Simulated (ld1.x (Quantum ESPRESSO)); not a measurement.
## What one change does to a pseudopotential (In, PAW)

```
Element                 : In
Generator               : ld1.x (Quantum ESPRESSO) 7.5
Type                    : PAW
Functional              : revPBE
Relativity              : scalar-relativistic
Frozen core             : [Ar] 3d10
Valence charge          : 21
Reference configuration : 4s2 4p6 4d10 5s1.75 5p1.25
Partial waves           : 4s (bound): rcut 1.10, rcutus 1.35 bohr; 5s (bound): rcut 1.10, rcutus 1.35 bohr; 4p (bound): rcut 1.20, rcutus 1.45 bohr; 5p (bound): rcut 1.20, rcutus 1.45 bohr; 4d (bound): rcut 1.30, rcutus 1.70 bohr; 4d channel at 1.8 Ry: rcut 1.30, rcutus 1.70 bohr
Local potential         : all-electron potential smoothed inside 1.25 bohr (lloc = -2)
Core correction         : Bessel-smoothed model core inside 0.95 bohr
Augmentation charge     : BESSEL, radius 1.00 bohr
```

Change: waves 4s (bound): rcut 1.10, rcutus 1.60 bohr; 5s (bound): rcut 1.10, rcutus 1.60 bohr.

Cutoffs: the cutoffs (Ry, on a coarse ladder) from which the occupation-weighted sum of valence levels, in a spherical-Bessel basis at the reference potential, stays within 10 and 1 mRy of its value at 400 Ry; they do not see the model core or the augmentation charge, which bear on the density cutoff. Errors are all-electron minus pseudo energies relative to the spin-unpolarised reference configuration.

How do hardness, ghosts and transferability respond?

The potential gets neither clearly harder nor softer (60 Ry and 100 Ry → 60 Ry and 100 Ry); of the 7 tests that both files solve, the error grows in 2 and shrinks in 3 by more than 15 % and 0.3 meV (median size 3.1 → 3.2 meV); neither file shows a bound ghost.

| quantity | base | changed |
| --- | --- | --- |
| cutoff, loose | 60 Ry | 60 Ry |
| cutoff, tight | 100 Ry | 100 Ry |
| loose cutoff by channel (10 mRy a level) | s 40 Ry, p 45 Ry, d 30 Ry | s 35 Ry, p 45 Ry, d 30 Ry |
| bound ghosts | none | none |
| error for 4s2 4p6 4d10 5s2 5p1, meV [ΔE -1.43 eV] | +0.5 | +0.4 |
| error for 4s2 4p6 4d10 5s2 5p0, meV [ΔE 3.85 eV] | +0.6 | +0.4 |
| error for 4s2 4p6 4d10 5s1 5p0, meV [ΔE 22.93 eV] | -3.1 | -3.7 |
| error for 4s2 4p6 4d9 5s2 5p1, meV [ΔE 23.66 eV] | +113 | +75 |
| error for 4s2 4p6 4d10 5s1 5p1, meV [ΔE 10.43 eV] | -0.6 | -0.9 |
| error for 4s2 4p6 4d10 5s0 5p3, meV [ΔE 10.47 eV] | +6.2 | +3.2 |
| error for 4s2 4p5 4d10 5s2 5p1, meV [ΔE 84.17 eV] | +73 | +30 |
| s: phases at 1.85 bohr within 0.05 rad from the reference energy up to (Ry; the scan ends near 5) | 4.7 | to the end of the scan |
| p: phases at 1.85 bohr within 0.05 rad from the reference energy up to (Ry; the scan ends near 5) | to the end of the scan | to the end of the scan |
| d: phases at 1.85 bohr within 0.05 rad from the reference energy up to (Ry; the scan ends near 5) | 4.4 | 4.4 |
| lowest overlap eigenvalue by channel | s 0.10, p 0.11, d 0.19 | s 0.10, p 0.11, d 0.19 |
